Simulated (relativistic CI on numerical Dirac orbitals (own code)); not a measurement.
# d7 in a ligand field

Computed with a parametric ligand-field model of a d^n configuration (Racah B and C, spin-orbit zeta, crystal field), exact diagonalisation.

Field parameters in Wybourne normalisation: Oh B⁴₀ = 21Dq, B⁴₄ = √(5/14) B⁴₀; Td as Oh with Dq negative (B⁴₀ = 21Dq, B⁴₄ = √(5/14) B⁴₀). The field is a parameter set, without covalency.

**Question.** Lowest levels for B = 460, C = 2020, ζ = 1200 cm⁻¹, Oh, 10Dq = 28350 cm⁻¹?

**Answer.** Γ8 0 (S 0.51), Γ6 17557 (S 1.50), Γ8 18206 (S 1.49), Γ7 19494 (S 1.50), Γ8 19531 (S 1.49), Γ8 26313 (S 0.52), Γ8 27333 (S 0.51), Γ6 27375 (S 0.51), Γ7 27627 (S 0.51) cm⁻¹, with S from ⟨S²⟩ = S(S + 1). The ground level has 1.02 electrons in the cubic e pair.

**Question.** Lowest levels for B = 760, C = 3520, ζ = 660 cm⁻¹, Td, 10Dq = -6850 cm⁻¹?

**Answer.** Γ8 0 (S 1.50), Γ8 6584 (S 1.49), Γ6 6758 (S 1.50), Γ8 7064 (S 1.50), Γ7 7222 (S 1.50), Γ6 10787 (S 1.49), Γ8 11279 (S 1.49), Γ7 11908 (S 1.49), Γ8 12033 (S 1.50) cm⁻¹, with S from ⟨S²⟩ = S(S + 1). The ground level has 3.98 electrons in the cubic e pair.

**Question.** Lowest levels for B = 730, C = 3620, ζ = 690 cm⁻¹, Td, 10Dq = -11400 cm⁻¹?

**Answer.** Γ8 0 (S 1.50), Γ8 11051 (S 1.48), Γ6 11251 (S 1.49), Γ8 11561 (S 1.50), Γ7 11754 (S 1.50), Γ8 16109 (S 0.58), Γ6 16291 (S 0.81), Γ8 16467 (S 0.82), Γ6 17421 (S 1.31) cm⁻¹, with S from ⟨S²⟩ = S(S + 1). The ground level has 3.99 electrons in the cubic e pair.

**Question.** Lowest levels for B = 410, C = 1940, ζ = 890 cm⁻¹, Td, 10Dq = -10850 cm⁻¹?

**Answer.** Γ8 0 (S 1.49), Γ8 8235 (S 0.75), Γ6 8825 (S 0.67), Γ8 9199 (S 0.60), Γ6 11023 (S 1.42), Γ8 11131 (S 1.39), Γ8 11169 (S 1.39), Γ7 11306 (S 1.47), Γ7 12830 (S 0.75) cm⁻¹, with S from ⟨S²⟩ = S(S + 1). The ground level has 3.99 electrons in the cubic e pair.

**Question.** Lowest levels for B = 750, C = 3800, ζ = 660 cm⁻¹, Oh, 10Dq = 32350 cm⁻¹?

**Answer.** Γ8 0 (S 0.51), Γ6 14067 (S 1.50), Γ8 14461 (S 1.50), Γ7 15146 (S 1.50), Γ8 15170 (S 1.50), Γ8 29366 (S 0.50), Γ6 29843 (S 0.50), Γ8 30412 (S 0.51), Γ7 30693 (S 0.50) cm⁻¹, with S from ⟨S²⟩ = S(S + 1). The ground level has 1.03 electrons in the cubic e pair.
